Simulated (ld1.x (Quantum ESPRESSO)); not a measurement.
**Transferability test, TM potential for potassium**

ld1.x (Quantum ESPRESSO) 7.5 input, shortened:

```
&input
   title='K', zed=19., rel=1, dft='PZ', iswitch=3,
   config='[Ar] 3d-2 4s0.5 4p0.5'
 /
 &inputp
   pseudotype=2, tm=.true., lloc=0,
   nlcc=.false.
 /
3
3P  2  1   6.00   0.00  1.50  1.50  0.0
3D  3  2  -2.00  -0.20  1.55  1.55  0.0
3S  1  0   2.00   0.00  1.65  1.65  0.0
 &test
   configts(1)='3s2 3p6 4s0.5 4p0.5'
 /
```

Occupied shells without a wave of their own: 4p, 4s. They enter only through the test configuration that unscreens the potential.

Energies are relative to the spin-unpolarised reference configuration 3s2 3p6 4s0.5 4p0.5; without spin polarisation the order of configurations can differ from experiment. Spin-polarised rows fill each open shell by Hund’s rule, majority spin first.

(1) Give the all-electron excitation energy and the error of the potential for: 3s2 3p6 4s1 4p0; 3s2 3p6 4s0 4p0; 3s2 3p6 4s0.5 4p0; 3s1 3p6 4s1 4p0; 3s2 3p6 4s0 4p1; 3s2 3p5 4s1 4p0; 3s2 3p6 4s0.5 4p0.5 (spin-polarised); 3s2 3p6 4s1 4p0 (spin-polarised).

Levels in the configuration 3s2 3p5 4s1 4p0:

```tsv
level	all-electron (eV)	pseudo (eV)
3s	-48.287	-48.081
3p	-31.450	-31.239
4s	-8.799	-8.987
```

Results:

(1)

```csv
valence configuration,charge,ΔE all-electron (eV),error AE − PS (meV)
3s2 3p6 4s1 4p0,0,-0.803,+35
3s2 3p6 4s0 4p0,+1,3.604,-72
3s2 3p6 4s0.5 4p0,+0.5,0.907,-4.4
3s1 3p6 4s1 4p0,+1,41.026,+139
3s2 3p6 4s0 4p1,0,0.828,-40
3s2 3p5 4s1 4p0,+1,24.160,+153
3s2 3p6 4s0.5 4p0.5 (spin-polarised),0,-0.113,+0.1
3s2 3p6 4s1 4p0 (spin-polarised),0,-0.943,+36
```
